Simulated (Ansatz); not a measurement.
A made-up structure of BH3S2O, singlet:

S1  (-1.273, 1.625, 0.706)
B2  (0.007, 0.439, 0.284)
O3  (-0.290, -0.634, -0.486)
S4  (0.817, -1.793, -0.937)
H5  (0.255, 0.123, 1.362)
H6  (1.112, 0.631, 0.703)
H7  (1.899, -1.282, -0.315)
(Å)

It is relaxed with PBE-D4/def2-SVP and then PBE0-D4/def2-TZVP (Ansatz 0.2.0). Atoms count as bonded within 1.22 times the sum of their covalent radii (H–H: 0.88 Å). The end point is not checked to be a true minimum.

Problem. Does its bonding change? (Judge from chemistry; the calculation decides.)

Solution. By the calculation: Yes. Formed: S1–H5; broken: B2–H5.

Where it ends: The first stage lowers the energy by 3.17 eV in 15 steps. It ends as BH₃S₂O ([SH][BH][O][SH]):
```csv
atom,x (Å),y (Å),z (Å)
S1,-1.1869,1.1335,0.9695
B2,0.1441,0.0936,0.3476
O3,-0.1641,-0.7419,-0.6711
S4,0.9149,-1.7828,-1.3862
H5,-0.4337,1.7345,1.9024
H6,1.2472,0.1384,0.8110
H7,2.0042,-1.4646,-0.6566
```

Labels in which every atom is bracketed show which atoms are joined, not bond orders.

For scale, one of the runs: PBE0-D4/def2-TZVP relaxation, 154 basis functions, launched by `ansatz run in.yaml --threads 2 --pin off --events-out ev --progress --plain --max-ram 4352MiB`. Hardware: 2 CPU threads of an Arm Neoverse V2, shared host. Wall time about 24 s.
